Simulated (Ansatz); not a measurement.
`C[SiH2][SiH2][SiH3]` + `[OH][GeH3]` → `[SiH3][SiH2][O][GeH3]` + `C[SiH3]` at 700 K and 1 bar (cleavage of the Si–Si bond).

Calculated with Ansatz (gas phase, PBE0-D4/def2-TZVP geometries, no zero-point term in ΔE). CBS: MP2 limit from def2 TZ/QZ plus the TZ coupled-cluster correction, frozen cores. This one scheme is used for every species. For Ge outer-core shells are correlated without core-valence functions, which leaves a few kJ/mol of doubt a bond. Scalar relativity is left out up to krypton. Each species was taken in one conformer, which may not be the lowest.

```json
{"species": "`C[SiH2][SiH2][SiH3]`", "CCSD(T)/CBS energy (Eh)": "-911.30243", "H − E (kJ/mol)": "354.0", "S (J/(mol·K))": "551.0"}
{"species": "`[OH][GeH3]`", "CCSD(T)/CBS energy (Eh)": "-2153.69723", "H − E (kJ/mol)": "141.7", "S (J/(mol·K))": "338.7"}
{"species": "`[SiH3][SiH2][O][GeH3]`", "CCSD(T)/CBS energy (Eh)": "-2734.29409", "H − E (kJ/mol)": "278.3", "S (J/(mol·K))": "551.4"}
{"species": "`C[SiH3]`", "CCSD(T)/CBS energy (Eh)": "-330.73916", "H − E (kJ/mol)": "210.8", "S (J/(mol·K))": "332.0"}
```

H − E and S are ideal-gas, rigid-rotor, harmonic terms from PBE0-D4/def2-TZVP, for one conformer and one mirror image of each species. 1 Eh = 2625.50 kJ/mol, R = 8.31446 J/(mol·K).

Problem. By hand: ΔE, ΔH, ΔS and ΔG.

Solution. ΔE = (-2734.29409) + (-330.73916) − (-911.30243) − (-2153.69723) = -0.03359 Eh = -88.2 kJ/mol. Δ(H − E) = 278.3 + 210.8 − 354.0 − 141.7 = -6.6, so ΔH = -94.8 kJ/mol. ΔS = 551.4 + 332.0 − 551.0 − 338.7 = -6.3 J/(mol·K). ΔG = -94.8 − 700 × (-6.3)/1000 = -90.4 kJ/mol.

Problem. By hand: the equilibrium constant, and the temperature at which ΔG would vanish if ΔH and ΔS stayed fixed.

Solution. log₁₀ K = −ΔG/(RT ln 10) = 6.7. ΔG = 0 at ΔH/ΔS = 15048 K, far beyond where these terms or the molecules hold.

The number of gas molecules stays the same, so ΔS is small and ΔH decides. A doubt of 5 kJ/mol in ΔE shifts log₁₀ K by 0.4 here. Other conformers and mirror images would add mixing entropy, several J/(mol·K) or more a flexible species. Modes under 60 cm⁻¹, often nearly free rotors, make the harmonic entropy too high. These are equilibria of isolated gas molecules and say nothing of rates. Largest T1 diagnostic: 0.013 (customary marks: 0.02 for closed shells, 0.045 for open ones).
